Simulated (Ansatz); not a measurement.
`[SiH3][CH2][SnH2][Cl]` + `O=C=N[SiH](F)Cl` → `O=C=[N][SnH2][Cl]` + `F[SiH](Cl)C[SiH3]`  (redistribution)

Isolated molecules relaxed with PBE0-D4/def2-TZVP in Ansatz; ΔE leaves out vibrations. CCSD(T)/CBS adds triple-zeta CCSD(T) − MP2 to the extrapolated MP2 energy (def2 sets, frozen cores). DFT in def2-TZVPP. B3LYP here is the variant with VWN-RPA as its local correlation; programs differ in this. Elements past krypton have def2 core potentials. For Sn outer-core shells are correlated without core-valence functions, which leaves a few kJ/mol of doubt a bond. Each species was taken in one conformer, which may not be the lowest.

Task: Is it downhill or uphill in electronic energy at CCSD(T)/CBS, and by how much? (Estimate.)

Result: Computed: Uphill: ΔE = +8.2 kcal/mol.

Task: What do these levels give: ωB97X-V, r2SCAN, B3LYP, MP2/def2-TZVPP, CCSD(T)/def2-TZVPP, SCS-MP2/def2-QZVPP? (Estimate.)

Result: Ansatz gave: ωB97X-V 6.8, r2SCAN 7.6, B3LYP 7.8, MP2/def2-TZVPP 8.7, CCSD(T)/def2-TZVPP 7.9, SCS-MP2/def2-QZVPP 8.3 kcal/mol.

Largest T1 diagnostic among the species: 0.015.
